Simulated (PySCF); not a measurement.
Dipole response of Tl²⁺ (thallium, charge +2)

[Xe] 4f14 5d9 6s1 6p1, one real determinant (an excited configuration). Calculation: PySCF 2.14, in aug-cc-pVQZ-PP with one added diffuse shell each of s, p, d, f, g type with ECP60MDF (8s8p6d4f3g, 117 functions); a scalar-relativistic core potential. Coupled (time-dependent) response in atomic units; α is the mean over directions.

```tsv
method	mean α (bohr³)	α xx, yy, zz	C₆ (like pair)	S(−4)
PBE0	16.00	15.24, 15.24, 17.53	109.1	79.91
```

S(−4) is the Cauchy moment in α(ω) = α(0) + S(−4) ω² + …

Spin-orbit coupling is absent.

α(iu) at PBE0:

```tsv
u (hartree)	α(iu) (bohr³)
0	16.00
0.0500	15.80
0.100	15.25
0.200	13.48
0.300	11.48
0.500	8.294
0.750	5.921
1.00	4.529
1.50	2.979
2.00	2.127
3.00	1.229
5.00	0.5433
```

A single London oscillator, α(iu) = α/(1 + u²/ω²), gives C₆ = (3/4) ω α². Matching the computed C₆ needs ω = 4 × 109.1 / (3 × 16.00²) = 0.568 hartree.

For an ion, C₆ is the dispersion term alone; charge-induced terms of lower order in 1/R come first.

The components differ because the open shell of this determinant is not spherical; for a pure term their mean is the scalar polarisability.

⟨L²⟩ = 8.01 against 12 for a pure F term, so this real determinant mixes terms. Energies and moments cover only the electrons outside the core potential. Spin-orbit coupling, absent here, splits the open shell strongly.
